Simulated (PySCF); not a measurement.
Two-dimensional NMR puzzle

Compound of formula C2H10OSi4. Correlations simulated from computed shifts and the bond graph:

HSQC (one-bond C–H):
```csv
δH,δC
2.30,106.1
```

COSY cross peaks (H two or three bonds apart, from the bond graph; peaks can be absent where the dihedral angle is near 90°):
```csv
δH,δH
5.70,3.61
5.70,3.48
3.61,3.48
3.61,3.45
3.48,3.45
```

HMBC (two and three bonds, from the bond graph):
```csv
δH,δC
5.70,"106.1, 90.2"
3.61,90.2
3.48,90.2
2.30,90.2
```

Carbons without hydrogens: δ 90.2.

Calculated, not measured (PySCF): GFN2-xTB geometry, PBE0/pcSseg-1 with gauge-including orbitals. One averaged value for each set of equivalent atoms, gas phase, one computed conformer, non-relativistic.

Shifts are taken against calculated references (same method and geometry level): TMS for 1H, 13C.

Exchangeable hydrogens are left out of these lists.

Work out the connectivity.

Results:

`C#C[Si@@H](O[SiH3])[SiH2][SiH3]`.

Mapped SMILES: `[CH:1]#[C:2][Si@@H:3]([O:4][SiH3:5])[SiH2:6][SiH3:7]` (H(Xn): hydrogen on atom n). Ha(Si6) is pro-R; Hb(Si6) is pro-S.

- δC 106.1 is C1, a terminal alkyne carbon (δH 2.30).
- δC 90.2 is C2, an alkyne carbon.
- HMBC from δH 5.70 reaches the proton-free carbon C2.
- HMBC from δH 3.61 reaches the proton-free carbon C2.
- HMBC from δH 3.48 reaches the proton-free carbon C2.
- HMBC from δH 2.30 reaches the proton-free carbon C2.
- COSY links 5.70–3.61, 5.70–3.48, 3.61–3.48, 3.61–3.45, 3.48–3.45.

The shifts were computed for this structure.

Shifts are as computed. Against solution values, carbons near 30 ppm lie about +3 ppm off and those near 130 ppm about +5 ppm. Of 1309 compounds with measured shifts, 239 miss one by over three times the rms of a fit or turn the order of signals round; such compounds aren't used in these exercises.
